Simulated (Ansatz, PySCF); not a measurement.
Gas-phase reaction (SMILES): NB(F)F → N[B]F + F atom; the B-F bond at the site shown breaks (other sites are not compared here).

Geometries: B3LYP-D3(BJ)/def2-TZVP minima from Ansatz (a first-principles code), one conformer each, not searched for the lowest. Cores are frozen in the correlated levels unless marked. Open shells are spin-unrestricted. No spin-orbit coupling. No relativistic terms. CBS(X,Y): correlation extrapolated as X^-3; Hartree-Fock from the larger set. The bracket is a focal-point correction in the basis named. Thermal terms are rigid-rotor harmonic-oscillator values from B3LYP-D3(BJ) frequencies (Ansatz or PySCF) at 298.15 K and 1 atm. 1 Eh = 627.5095 kcal/mol. Atoms have translation alone.

| species | E, RI-MP2/CBS(cc-pVTZ,cc-pVQZ)+[CCSD(T)-MP2]/cc-pVTZ (Ansatz) (Eh) | E, r2SCAN-D4/def2-TZVPD (Ansatz + dftd4) (Eh) | H - E (Eh) |
|---|---|---|---|
| NB(F)F | -280.45480 | -280.66379 | 0.04174 |
| N[B]F | -180.51155 | -180.66799 | 0.03593 |
| F atom | -99.66587 | -99.72844 | 0.00236 |

Work out ΔE and ΔH at 298.15 K at the first level, then ΔH at the second.


1. ΔE = [(-180.51155) + (-99.66587)] - [(-280.45480)] = 0.27738 Eh = 174.1 kcal/mol at RI-MP2/CBS(cc-pVTZ,cc-pVQZ)+[CCSD(T)-MP2]/cc-pVTZ.
2. The terms H - E add up to -0.00345 Eh, so ΔH = (0.27738 + (-0.00345))×627.5095 = 171.9 kcal/mol.
3. At r2SCAN-D4/def2-TZVPD the same steps give ΔE = 167.8 and ΔH = 165.6 kcal/mol, a shift of -6.3 from the first level.
4. These values are not checked against measurement here, since the tables used lack a sound gas-phase enthalpy of formation for at least one species.
